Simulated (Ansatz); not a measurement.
CH4OSSi, SMILES `CS[Si]O`. Charge 0, multiplicity 1. All single points use the PBE0-D4/def2-TZVP geometry. It is a higher conformer; a search finds a lower one.

```xyz
8

C     0.464   -0.500   -0.825
S    -0.186   -1.445    0.579
Si   -1.016   -0.020    1.975
O    -0.756    1.440    1.250
H     1.260    0.177   -0.511
H     0.885   -1.215   -1.532
H    -0.329    0.052   -1.331
H    -0.322    1.510    0.395
```

What is the dipole moment at PBE/def2-TZVPP? (Best estimate.)

The calculation gave: 2.82 D, with components (1.20, 0.75, -2.44) D in this frame, pointing from negative to positive charge.

And with r2SCAN, B3LYP, ωB97M-V? (An estimate is asked.)

Computed: r2SCAN 2.98 D, B3LYP 2.68 D, ωB97M-V 2.59 D.

Give the Mulliken charges with PBE, r2SCAN, ωB97M-V in def2-TZVPP. (Estimate.)

Computed: 
| atom | PBE | r2SCAN | ωB97M-V |
| --- | --- | --- | --- |
| C1 | -0.28 | -0.16 | -0.39 |
| S2 | -0.20 | -0.23 | -0.17 |
| Si3 | 0.24 | 0.32 | 0.30 |
| O4 | -0.31 | -0.38 | -0.34 |
| H5 | 0.12 | 0.08 | 0.14 |
| H6 | 0.13 | 0.09 | 0.15 |
| H7 | 0.12 | 0.08 | 0.14 |
| H8 | 0.17 | 0.19 | 0.18 |

B3LYP here is the variant with VWN-RPA as its local correlation; programs differ in this.
